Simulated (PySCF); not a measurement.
Sn(H)(OH)(NH2)2 (H₆N₂OSn), SMILES [NH2][SnH]([NH2])[OH]. Coordinates come from a PBE0-D3(BJ)/def2-SVP optimisation. The structure was generated by enumeration; whether it is a known compound was not checked. The def2 effective core potentials stand for the cores of Sn; spin–orbit coupling is left out. Other conformers were not sampled.

Computed equilibrium geometry at PBE0-D3(BJ)/def2-SVP (PySCF confirms it by a frequency run) as a Z-matrix (one conformer of several):
```
Sn
O 1 1.9897
H 2 0.9642 1 111.18
H 1 1.7095 2 103.26 3 -169.45
N 1 2.0297 4 109.83 2 123.70
H 5 1.0179 1 113.86 4 -50.62
H 5 1.0183 6 107.76 1 126.67
N 1 2.0322 4 121.29 2 -117.25
H 8 1.0178 1 114.22 4 47.51
H 8 1.0185 9 107.85 1 125.84
```
Charge 0, spin multiplicity 1.
